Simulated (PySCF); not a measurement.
Isomers of C3H9FOSi2, one GFN2-xTB conformer each. Single-point energies are computed at PBE0/pcSseg-1 (PySCF, gas phase, no added dispersion term), electronic only.

```
                    SMILES  GFN2-xTB relative energy (kJ/mol)
      F/C=C/O[SiH2]C[SiH3]                               45.9
    O[SiH2]C/C=C(/F)[SiH3]                               33.5
 C[SiH2][SiH2][C@@H](F)C=O                              200.2
O[Si@@H]1C[SiH2][C@H](F)C1                                0.0
```

Conformers: `[F:1]/[CH:2]=[CH:3]/[O:4][SiH2:5][CH2:6][SiH3:7]` with C2–C3–O4–Si5 5°, C3–O4–Si5–C6 59°, O4–Si5–C6–Si7 40°; `[OH:1][SiH2:2][CH2:3]/[CH:4]=[C:5](/[F:6])[SiH3:7]` with H–O1–Si2–C3 -47°, O1–Si2–C3–C4 56°, Si2–C3–C4–C5 -99°; `[CH3:1][SiH2:2][SiH2:3][C@@H:4]([F:5])[CH:6]=[O:7]` with C1–Si2–Si3–C4 -158°, Si2–Si3–C4–F5 -174°, Si3–C4–C6–O7 56°; `[OH:1][Si@@H:2]1[CH2:3][SiH2:4][C@H:5]([F:6])[CH2:7]1` with H–O1–Si2–C3 70°, O1–Si2–C3–Si4 -97°, Si2–C3–Si4–C5 1°, C3–Si4–C5–F6 87°, Si4–C5–C7–Si2 45°.

**Question.** What does PBE0/pcSseg-1 give for the same structures?

**Answer.** 
```
                    SMILES  PBE0/pcSseg-1 E (Eh)  PBE0/pcSseg-1 (kJ/mol)  GFN2-xTB (kJ/mol)  point group
O[Si@@H]1C[SiH2][C@H](F)C1            -873.22926                     0.0                0.0           C1
    O[SiH2]C/C=C(/F)[SiH3]            -873.17229                   149.6               33.5           C1
      F/C=C/O[SiH2]C[SiH3]            -873.16159                   177.7               45.9           C1
 C[SiH2][SiH2][C@@H](F)C=O            -873.14756                   214.5              200.2           C1
```

Both levels put the same isomer lowest; measured from each level's own lowest isomer, the values differ by up to 131.8 kJ/mol (F/C=C/O[SiH2]C[SiH3]: 45.9 against 177.7). As drawn, the lowest has an O–H bond and an Si–O bond, which the highest lacks; the highest has a C=O bond and an Si–Si bond, which the lowest lacks.

**Question.** Which frontier levels, dipoles and rotational constants go with these structures?

**Answer.** 
```csv
SMILES,"HOMO (eV, PBE0/pcSseg-1)",LUMO (eV),dipole (D),"A, B, C (MHz)"
O[Si@@H]1C[SiH2][C@H](F)C1,-7.95,0.63,1.88,"2350, 1621, 1273"
O[SiH2]C/C=C(/F)[SiH3],-7.10,-0.51,1.12,"2570, 965.2, 870.8"
F/C=C/O[SiH2]C[SiH3],-6.82,0.28,2.06,"2206, 995.9, 797.6"
C[SiH2][SiH2][C@@H](F)C=O,-7.69,-1.37,1.17,"3068, 1010, 799.8"
```
